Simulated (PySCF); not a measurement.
Calculation: PBE-D3(BJ)/def2-TZVP // B3LYP-D3(BJ)/def2-SVP (PySCF 2.14.0). Gas-phase values, no solvent. Delta-SCF ions had no search for a lower state. Excitations are Tamm–Dancoff values on a coarser integration grid. The basis has no diffuse functions, so Rydberg states are missing or too high.

Reference species (SMILES): `c1c(F)ccnc1` (neutral, multiplicity 1).

The HOMO is -6.12 eV and the S1 excitation (TDA) comes out as 4.39 eV. The vertical ionisation energy (Delta-SCF) is 9.61 eV.

Changed species: `n1ccccc1F`.

**Question.** Give the shifts of the HOMO, S1 excitation (TDA) and vertical ionisation energy (Delta-SCF).

**Answer.** the HOMO drops by 0.41 eV, to -6.53 eV; the S1 excitation (TDA) goes up by 0.33 eV, to 4.72 eV; the vertical ionisation energy (Delta-SCF) decreases by 0.04 eV, to 9.57 eV.
